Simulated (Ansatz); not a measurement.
Ansatz (a first-principles code) input (wB97X-V/def2-TZVP):

Ansatz 0.2 input:
```yaml
crystal:
  periodic: [false, false, false]
  atoms:
    - {symbol: V, position_ang: [0.00000000, 0.00000000, 0.00000000]}
    - {symbol: F, position_ang: [0.00000000, 0.00000000, 1.77951593]}
    - {symbol: F, position_ang: [-0.00000000, -0.00000000, -1.77951593]}
basis:
  gaussian:
    orbitals: def2-TZVP
hamiltonian:
  xc: {name: wB97X-V}
magnetization: {spin_polarized: true, initial_magnetization: 3}
relax: {f_tol: 0.003, max_steps: 100}
```

Output:

```
Functional definition: wB97X-V
integrals: 0.05 GiB planned
774 factors; their error is unknown
integrals: 0.08 GiB planned
161 factors; integrals over basis functions are off by at most 7.4e-6 eV
mean field: 0.63 GiB planned
mean field evaluation 1: about -31116.8443 eV, gradient 3.3e1 eV
mean field evaluation 2: about -31112.0933 eV, gradient 5.7e1 eV
mean field evaluation 4: about -31120.5667 eV, gradient 2.9e0 eV
mean field evaluation 8: about -31120.7057 eV, gradient 7.9e-2 eV
mean field evaluation 16: about -31120.7058 eV, gradient 8.2e-5 eV
mean field evaluation 32: about -31120.5933 eV, gradient 1.0e0 eV
mean field -31120.70578672 eV, -1143.6648432899 hartree, gradient 7.2e-6 eV, S^2 3.757318; 3 other end points of the search recorded, 0 dependent functions left out
the calculation of the forces begins
reference -31120.70578639 eV, -1143.6648432779 hartree; 22, 19 occupied and 85, 88 virtual orbitals, 774 factors
relax step   1: F+E_penalty+E_count = -31120.70578672 eV  Δ(F+E_penalty+E_count) = +0.000e0 eV  max|allowed force component| = 6.993e-2 eV/Å  Δτ_max = 0.0000 Å  (104 SCF iters, accepted)
these checks for a lower state are left out or cut short: starts, cluster_reference, orbital_swaps, neighbouring_geometries, increment
integrals: 0.05 GiB planned
774 factors; their error is unknown
integrals: 0.08 GiB planned
161 factors; integrals over basis functions are off by at most 7.4e-6 eV
mean field: 0.63 GiB planned
mean field -31120.70593769 eV, -1143.6648488378 hartree, gradient 1.5e-5 eV, S^2 3.757319; 0 other end points of the search recorded, 0 dependent functions left out
the calculation of the forces begins
reference -31120.70593734 eV, -1143.6648488253 hartree; 22, 19 occupied and 85, 88 virtual orbitals, 774 factors
relax step   2: F+E_penalty+E_count = -31120.70593769 eV  Δ(F+E_penalty+E_count) = -1.510e-4 eV  max|allowed force component| = 3.162e-2 eV/Å  Δτ_max = 0.0015 Å  (54 SCF iters, accepted)
these checks for a lower state are left out or cut short: starts, cluster_reference, orbital_swaps, neighbouring_geometries, increment
integrals: 0.05 GiB planned
774 factors; their error is unknown
integrals: 0.08 GiB planned
161 factors; integrals over basis functions are off by at most 7.4e-6 eV
mean field: 0.63 GiB planned
mean field -31120.70597676 eV, -1143.6648502738 hartree, gradient 1.1e-5 eV, S^2 3.757320; 0 other end points of the search recorded, 0 dependent functions left out
the calculation of the forces begins
reference -31120.70597641 eV, -1143.6648502609 hartree; 22, 19 occupied and 85, 88 virtual orbitals, 774 factors
relax step   3: F+E_penalty+E_count = -31120.70597676 eV  Δ(F+E_penalty+E_count) = -3.908e-5 eV  max|allowed force component| = 1.558e-4 eV/Å  Δτ_max = 0.0012 Å  (55 SCF iters, accepted)
integrals: 0.05 GiB planned
774 factors; their error is unknown
integrals: 0.08 GiB planned
161 factors; integrals over basis functions are off by at most 7.4e-6 eV
mean field: 0.63 GiB planned
mean field evaluation 64: about -31120.7059 eV, gradient 7.9e-2 eV
mean field -31120.70597676 eV, -1143.6648502738 hartree, gradient 1.1e-5 eV, S^2 3.757320; 4 other end points of the search recorded, 0 dependent functions left out
the calculation of the forces begins
reference -31120.70597641 eV, -1143.6648502609 hartree; 22, 19 occupied and 85, 88 virtual orbitals, 774 factors
Total energy: -31120.70597641 eV, -1143.6648502609 hartree
Atom 0 at    -0.000000    -0.000000    -0.000000 Å, force    -0.000000    -0.000000     0.000000 eV/Å
Atom 1 at     0.000000     0.000000     1.782234 Å, force    -0.000000    -0.000000     0.000156 eV/Å
Atom 2 at     0.000000     0.000000    -1.782234 Å, force    -0.000000     0.000000    -0.000156 eV/Å
Dipole moment:     0.000000    -0.000000    -0.000000 e Å
```

The spin state was set by rule; other spins were not relaxed.
